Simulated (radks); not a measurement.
All-electron atom: the cerium ion Ce34+ in [Ar] 3d6.

All-electron calculation, Dirac Kohn-Sham, PBE, spin-unpolarised, spherical densities, point nucleus; open shells are shared between the two j in proportion to 2j + 1. Program: a radial shooting solver on a logarithmic mesh with Libxc functionals.

Energy parts (eV):
| part | energy |
|---|---|
| total | -220067.97 |
| kinetic | 237402.49 |
| electron-nucleus | -497208.67 |
| Hartree | 44005.71 |
| exchange-correlation | -4267.49 |

Orbitals (lengths in bohr, moments of r in powers of bohr; <r^-3> diverges for s and p1/2; r(max) is where P^2 peaks):
| orbital | occ. | eigenvalue (eV) | <r^2> | <r^-3> | <r> | r(max) |
|---|---|---|---|---|---|---|
| 1s1/2 | 2 | -41789.29 | 0.0008205 | - | 0.02457 | 0.01574 |
| 2s1/2 | 2 | -7952.645 | 0.01286 | - | 0.1042 | 0.08902 |
| 2p1/2 | 2 | -7604.285 | 0.009423 | - | 0.08749 | 0.06782 |
| 2p3/2 | 4 | -7153.509 | 0.01065 | 7155 | 0.09360 | 0.07304 |
| 3s1/2 | 2 | -2728.348 | 0.08081 | - | 0.2661 | 0.2481 |
| 3p1/2 | 2 | -2587.323 | 0.07491 | - | 0.2543 | 0.2341 |
| 3p3/2 | 4 | -2488.012 | 0.08095 | 1624 | 0.2647 | 0.2444 |
| 3d3/2 | 2.4 | -2256.596 | 0.06321 | 273.6 | 0.2329 | 0.1933 |
| 3d5/2 | 3.6 | -2234.128 | 0.06483 | 249.2 | 0.2361 | 0.1962 |
| 4s1/2 | 0 | -1344.895 | 0.3092 | - | 0.5246 | 0.5213 |
| 4p1/2 | 0 | -1286.121 | 0.3072 | - | 0.5210 | 0.5170 |
| 4p3/2 | 0 | -1252.391 | 0.3242 | 559.5 | 0.5354 | 0.5328 |

The highest occupied level is 3d5/2 at -2234.1 eV. Summed over all electrons, <r^2> = 1.109 bohr^2, which gives a Langevin (diamagnetic) susceptibility term of -0.878 x 10^-6 cm^3/mol. The density falls to 0.001 e/bohr^3 at r = 0.82 bohr.
